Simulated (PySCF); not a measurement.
# Static response to an electric field

Species: C₆H₉F₂N.
SMILES with atom numbers: `[CH3:1][C@@H:2]1[CH2:3][N:4]=[C:5]([CH:6]([F:7])[F:8])[CH2:9]1` (hydrogens: H10, H11, H12 on C1; H13 on C2; H14, H15 on C3; H16 on C6; H17, H18 on C9)

Geometry (PBE0-D3(BJ)/def2-SVP, Å), atoms numbered from 1 in this order:
```xyz
18
C6H9F2N angstrom
C     -2.058    0.760    0.074
C     -1.235   -0.490   -0.208
C     -0.682   -1.109    1.096
N      0.675   -0.610    1.264
C      1.049   -0.104    0.161
C      2.423    0.470    0.006
F      3.068   -0.168   -0.998
F      2.334    1.776   -0.340
C      0.058   -0.155   -0.970
H     -2.958    0.521    0.661
H     -1.470    1.496    0.646
H     -2.384    1.244   -0.860
H     -1.850   -1.215   -0.762
H     -0.633   -2.212    1.051
H     -1.289   -0.863    1.982
H      3.006    0.377    0.936
H      0.362   -0.944   -1.680
H      0.014    0.788   -1.536
```

Level: PBE0/def2-SVPD (PySCF), static field, nuclei fixed, core orbitals frozen in the response. The polarisability tensor in these axes (au):

```
x   85.41  3.52 -3.94
y    3.52 70.54 -5.53
z   -3.94 -5.53 75.84
```

**Question.** What are the eigenvalues, a third of the trace, and Δα (Δα² = ½Σ(αi − αj)² over the three pairs)?

**Answer.** Principal values 67.01, 76.36 and 88.42 au; mean 77.26 au = 11.45 Å³ = 12.74 × 10⁻⁴⁰ C²·m²/J; Δα = 18.59 au (24 % of the mean).

**Question.** What is the dipole moment, and where does it point?

**Answer.** (-2.27, -0.79, -0.36) D, 2.43 D in size, pointing from the negative to the positive side. Measured along this direction, the outermost atoms are H16 at the negative end and H10 at the positive end.

**Question.** Form Σ f/ω² (atomic units) for the 6 lowest TDDFT singlets, given as eV and f, and set it beside the mean polarisability, which is this sum over all singlets: 5.29, 0.0012; 7.00, 0.1491; 7.24, 0.0040; 7.46, 0.0154; 7.77, 0.0045; 7.93, 0.0172.

**Answer.** They add up to 2.80 au, 3.6 % of the 77.26 au; the largest single term is 2.25 au, from the state at 7.00 eV. Terms in order: 0.03, 2.25, 0.06, 0.21, 0.06, 0.20 au. Higher excitations give the rest. The strengths listed sum to 0.192.

**Question.** Give the eigenvalues of the traceless quadrupole moment Θ = ½Σq(3rr − r²1), origin at the centre of nuclear charge.

**Answer.** -4.08, -0.61, 4.70 D·Å. The values depend on the origin, since the dipole doesn't vanish. The electronic extent ⟨r²⟩ about the same centre is 1283 bohr², a root-mean-square distance of 2.27 Å for the 70 electrons.

**Question.** Molar refractivity from α?

**Answer.** Lorentz–Lorenz: R = (4π/3)N_A α = 2.5225 cm³/(mol·Å³) × 11.45 Å³ = 28.9 cm³/mol, in the limit of long wavelengths.

The structure is a single PBE0-D3(BJ)/def2-SVP conformer in the gas phase; no vibrational or solvent corrections.

The run behind these numbers computed excited states as well. The run took about 3 min of CPU time (grids of density and orbitals included) (one thread, shared machine).
